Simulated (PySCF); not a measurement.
**Relaxation of triplet OsF₃⁺**

These are results of UPBE/[Os def2-SVP with ECP60, F def2-SVP], scalar-relativistic core potentials, density fitting, no spin–orbit coupling, PySCF, not measurements. A (50,194) grid was used.

A hand-made trigonal planar start, of D3h symmetry, held to at least that symmetry:

```xyz
4
charge 1 multiplicity 3, angstrom
Os    0.0000    0.0000    0.0000
F     1.8914    0.0000    0.0000
F    -0.9457    1.6380    0.0000
F    -0.9457   -1.6380    0.0000
```

What does it relax to?

It ends at D3h with Os–F 1.788 Å (×3); F–Os–F 120.0° (×3). A frequency run shows a minimum. Other isomers or separated fragments may lie lower.

How much energy is released, and in how many steps?

52.1 kJ/mol in 4 steps.

Open d and f shells are described by one determinant, and the ground state may have another occupation or spin. No spin–orbit coupling is included, which matters more the heavier the element.

The relaxation took 14 s on 2 threads of a shared Intel Xeon Platinum 8375C @ 2.90GHz (Ice Lake) host, with 74 basis functions and 5 gradients. Launch command: `OMP_NUM_THREADS=2 python axn.py task.json out`.
